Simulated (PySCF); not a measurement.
Job file and geometry (Å, from GFN2-xTB) of an NMR shielding run on SMILES N#C[C@@H]1COB(O)CO1, C4H6BNO3, GIAO PBE0/pcSseg-1 NMR shielding, non-relativistic, gas phase in PySCF; density fitting, a coarse starting grid and PySCF grid level 2 are the driver's defaults:

```
$ OMP_NUM_THREADS=1 python probes_run.py task.json out

{"job": {"kind": "nmr", "xc": "PBE0", "basis": "pcSseg-1"}, "charge": 0, "multiplicity": 1}
N      1.956655     0.506353    -2.042554
C      1.686605     0.360826    -0.941910
C      1.306158     0.179730     0.452808
C      0.649332    -1.205653     0.625297
O     -0.577307    -1.289297    -0.059432
B     -1.312374    -0.163631    -0.284620
O     -2.478548    -0.265659    -0.939822
C     -0.793148     1.270243     0.207608
O      0.457196     1.205225     0.909728
H      2.209575     0.240179     1.073097
H      1.302455    -1.991966     0.232615
H      0.473826    -1.376766     1.694424
H     -2.707950    -1.154875    -1.215900
H     -0.687975     1.958820    -0.642338
H     -1.488914     1.734460     0.909087
```

Question: Write the output of this run.

Answer: 
```
coarse grid: 13472 points
cycle   1  E = -460.5486448154  dE =  1.561e+00  |g| = 9.971e-01  |ddm| = 3.553e+00
cycle   2  E = -460.2203186172  dE =  3.283e-01  |g| = 1.649e+00  |ddm| = 1.799e+00
cycle   3  E = -460.7148178569  dE = -4.945e-01  |g| = 2.813e-01  |ddm| = 1.236e+00
cycle   4  E = -460.7292747733  dE = -1.446e-02  |g| = 1.079e-01  |ddm| = 2.290e-01
cycle   5  E = -460.7315628390  dE = -2.288e-03  |g| = 1.854e-02  |ddm| = 7.851e-02
cycle   6  E = -460.7316275314  dE = -6.469e-05  |g| = 7.343e-03  |ddm| = 1.745e-02
cycle   7  E = -460.7316365183  dE = -8.987e-06  |g| = 1.685e-03  |ddm| = 5.224e-03
final grid: 132888 points
cycle   8  E = -460.8134747277  dE = -2.987e-05  |g| = 1.491e-02  |ddm| = 3.068e-02
cycle   9  E = -460.8134207841  dE =  5.394e-05  |g| = 2.317e-02  |ddm| = 2.231e-02
cycle  10  E = -460.8135133927  dE = -9.261e-05  |g| = 1.101e-03  |ddm| = 1.424e-02
cycle  11  E = -460.8135136424  dE = -2.496e-07  |g| = 3.214e-04  |ddm| = 1.057e-03
cycle  12  E = -460.8135136559  dE = -1.349e-08  |g| = 1.831e-04  |ddm| = 2.870e-04
cycle  13  E = -460.8135136616  dE = -5.761e-09  |g| = 6.648e-05  |ddm| = 1.449e-04
cycle  14  E = -460.8135136625  dE = -8.644e-10  |g| = 1.980e-05  |ddm| = 4.705e-05
converged SCF energy = -460.8135136625

GIAO shielding tensors (ppm)
atom      isotropic    diamagn.    paramagn.     s11        s22        s33       span
  0 N      -43.233     339.785    -383.018   -222.819   -194.225    287.343    510.162
  1 C       65.612     262.922    -197.310    -51.851    -43.179    291.867    343.718
  2 C      122.199     248.367    -126.168    103.310    114.343    148.944     45.634
  3 C      114.988     243.252    -128.264    101.477    106.463    137.024     35.547
  4 O      211.519     395.142    -183.622     42.545    264.129    327.883    285.338
  5 B       73.725     195.963    -122.238     57.011     63.493    100.670     43.659
  6 O      219.732     384.416    -164.684    117.693    258.255    283.247    165.554
  7 C      129.005     251.143    -122.137     99.390    105.468    182.157     82.767
  8 O      313.136     395.649     -82.513    269.050    296.581    373.777    104.727
  9 H       27.348      28.236      -0.888     23.429     26.198     32.416      8.987
 10 H       27.448      28.846      -1.397     23.647     26.401     32.297      8.650
 11 H       27.170      29.128      -1.958     22.945     25.861     32.705      9.760
 12 H       27.326      30.607      -3.281     21.623     23.049     37.307     15.685
 13 H       27.571      30.505      -2.934     23.553     26.541     32.618      9.065
 14 H       27.752      29.465      -1.714     23.577     26.712     32.967      9.391
```

Size and cost of the density-fitted run: 183 basis functions, 29 s wall time on 1 thread of an Arm Neoverse V1, shared host; peak memory 0.76 GiB.
